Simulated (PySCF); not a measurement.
Calculated NMR parameters of CCOC(=O)C(F)(F)F

```yaml
Formula: C4H5F3O2
SMILES: CCOC(=O)C(F)(F)F
InChI: InChI=1S/C4H5F3O2/c1-2-9-3(8)4(5,6)7/h2H2,1H3
Point_group_of_the_computed_structure: C1
Degrees_of_unsaturation: 1
Carbon_signals: 4
Proton_signals: 2
```

Bonds (- single, = double, # triple, : aromatic): C1-C2 1.520 Å, C2-O3 1.440 Å, O3-C4 1.311 Å, C4=O5 1.194 Å, C4-C6 1.560 Å, C6-F7 1.330 Å, C6-F8 1.340 Å, C6-F9 1.337 Å. C1 carries H10, H11, H12; C2 carries H13, H14.

Theoretical values (PySCF 2.14): shieldings: GIAO PBE0/pcSseg-1, GFN2-xTB geometry. Fast rotation and ring inversion assumed for equivalent nuclei, one conformer, no solvent, relativity neglected.

Chemical shifts δ = σref − σ; TMS for 1H (σref 31.72), 13C (σref 186.93); CFCl3 for 19F (σref 170.95); 17O (σref 336.08) vs H2O, all at this level.

| carbon | δC, type | δH (multiplicity) | HMBC from (2–3 bonds) | span of the C tensor (ppm) |
| --- | --- | --- | --- | --- |
| C1 | 16.0, CH3 | 1.43 (t) | H13/H14 | 35 |
| C2 | 66.4, CH2 | 4.58 (q) | H10/H11/H12 | 89 |
| C4 | 164.4, C | – | H13/H14 | 159 |
| C6 | 124.7, C | – | – | 31 |

Other nuclei:
```csv
atoms,nucleus,environment,δ (ppm),σ (ppm)
F7/F8/F9,19F,fluorine of a CF3 group,-88.5,259.5
O5,17O,ester carbonyl oxygen,424.5,-88.4
O3,17O,ester alkoxy oxygen,211.6,124.5
```

Carbon types of the structure: 2 × C, 1 × CH2, 1 × CH3, which accounts for all hydrogens. δC 164.4: ester carbonyl carbon; lone-pair donation from the attached heteroatom keeps it upfield of a ketone carbonyl. δC 124.7: CF3 carbon; 3 electronegative neighbours deshield it. δC 66.4: sp3 CH2 bonded to O; deshielded by the electronegative neighbour. δC 16.0: methyl carbon; saturated and bonded to C and H only. δH 4.58: hydrogen on an sp3 CH2 bonded to O; its carbon carries O, which withdraws density.

Splittings by 19F in the carbon and heteronuclear signals aren't shown, as no couplings were computed. Shifts are as computed. Against solution values, carbons near 30 ppm lie about +3 ppm off and those near 130 ppm about +5 ppm. Of 1211 compounds with measured shifts, 218 miss one by over three times the rms of a fit or turn the order of signals round; such compounds aren't used in these exercises. Unscaled 19F shifts against computed CFCl3 carry errors that often reach 10 to 50 ppm. Unscaled 17O shifts of doubly bonded oxygen tend to come out too high, by tens of ppm or more. Experimental scales use liquid or dissolved standards, which lie at an offset from isolated H2O (liquid H2O: subtract about 36 ppm). Multiplicities follow the n + 1 count of equivalent neighbours, as no J values were calculated; m marks all less simple cases, F and P coupling included.
